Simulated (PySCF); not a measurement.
**`C[Si@@H]1CC[Si@H](C)O1`, C4H12OSi2**

Molfile (atoms numbered from 1):
```
C4H12OSi2
     RDKit          3D

 19 19  0  0  0  0  0  0  0  0999 V2000
   -1.7466    0.8093    2.0600 C   0  0  0  0  0  0  0  0  0  0  0  0
   -1.4437    0.5125    0.2182 Si  0  0  2  0  0  4  0  0  0  0  0  0
   -0.9329   -1.2674   -0.2474 C   0  0  0  0  0  0  0  0  0  0  0  0
    0.1160   -1.1615   -1.3654 C   0  0  0  0  0  0  0  0  0  0  0  0
    1.0546    0.4872   -1.1280 Si  0  0  2  0  0  4  0  0  0  0  0  0
    2.6663    0.3331   -0.1459 C   0  0  0  0  0  0  0  0  0  0  0  0
   -0.0704    1.2873   -0.2374 O   0  0  0  0  0  0  0  0  0  0  0  0
   -0.9262    0.4504    2.6738 H   0  0  0  0  0  0  0  0  0  0  0  0
   -2.6525    0.3089    2.3835 H   0  0  0  0  0  0  0  0  0  0  0  0
   -1.8662    1.8691    2.2570 H   0  0  0  0  0  0  0  0  0  0  0  0
   -2.5200    1.0364   -0.6281 H   0  0  0  0  0  0  0  0  0  0  0  0
   -1.7637   -1.9005   -0.5574 H   0  0  0  0  0  0  0  0  0  0  0  0
   -0.4823   -1.7546    0.6202 H   0  0  0  0  0  0  0  0  0  0  0  0
    0.7547   -2.0447   -1.3830 H   0  0  0  0  0  0  0  0  0  0  0  0
   -0.3964   -1.1342   -2.3284 H   0  0  0  0  0  0  0  0  0  0  0  0
    1.1944    1.2634   -2.3597 H   0  0  0  0  0  0  0  0  0  0  0  0
    3.4398   -0.1291   -0.7500 H   0  0  0  0  0  0  0  0  0  0  0  0
    3.0260    1.3104    0.1595 H   0  0  0  0  0  0  0  0  0  0  0  0
    2.5394   -0.2665    0.7511 H   0  0  0  0  0  0  0  0  0  0  0  0
  1  2  1  0
  2  3  1  0
  3  4  1  0
  4  5  1  0
  5  6  1  0
  5  7  1  0
  7  2  1  0
  1  8  1  0
  1  9  1  0
  1 10  1  0
  2 11  1  6
  3 12  1  0
  3 13  1  0
  4 14  1  0
  4 15  1  0
  5 16  1  6
  6 17  1  0
  6 18  1  0
  6 19  1  0
M  END
```

Method used: TDDFT B3LYP/def2-SVPD circular dichroism and optical rotation, one conformer, gas phase (PySCF). Geometry: GFN2-xTB.

States above about 7.6 eV lie in this functional's continuum (it starts at minus the energy of the highest occupied orbital, well below the true ionisation energy for most functionals) and depend on the basis. Singlets 5 and 6 lie within 0.01 eV of each other, so their separate moments and overlaps can depend on how they mix.

Problem. Draw the ECD and absorption spectra from the lowest 12 states, each a Gaussian of half-width 0.35 eV at 1/e height.

Solution. 
```
E (eV)  λ (nm)  Δε (L mol⁻¹ cm⁻¹)  ε (L mol⁻¹ cm⁻¹)
  6.54     190              -0.48              48.1
  6.69     185              -1.68               200
  6.84     181              -4.26               649
  6.99     177              -7.87              1660
  7.14     174             -10.97              3390
  7.29     170             -12.78              5660
  7.44     167             -13.98              7970
  7.59     163             -13.45              9620
  7.74     160              -8.79             10100
```
Δε uses R in velocity form, ε uses f in length form. Only the states computed contribute, so the short-wavelength end is incomplete.
